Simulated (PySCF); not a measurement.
Excitation energy of Er²⁺ by level of theory

Er²⁺ [Xe] 4f12 (high-spin determinant) → Er²⁺ [Xe] 4f11 6s1 (high-spin determinant), as a difference of total energies. Computed with PySCF 2.14 in x2c-TZVPPall, with the spin-free X2C one-electron Hamiltonian (Gaussian nucleus). Correlated levels: valence: [Kr] 4d10 frozen; valence and next inner shell: [Ar] 3d10 frozen. The calculations carry no spin-orbit coupling.

```
                                method  excitation energy (eV)
                                   UHF                  -0.931
                                  PBE0                   2.923
                                r2SCAN                   2.985
                         MP2 (valence)                   3.447
                     SCS-MP2 (valence)                   3.001
    MP2 (valence and next inner shell)                   3.972
SCS-MP2 (valence and next inner shell)                   3.344
```

Problem. How much does correlation contribute at MP2 (valence and next inner shell)?

Solution. 3.972 − (-0.931) = 4.903 eV, measured against UHF.

A first-order spin-orbit estimate (lowest level to lowest level, LS coupling) adds -0.205 eV.

The basis was made for the ground configuration and has no added diffuse functions, so the excitation energy can come out too high.

The determinant of the upper state and of the lower state mixes LS terms, which raises its energy above the lowest term, most at the Hartree-Fock and MP2 levels.
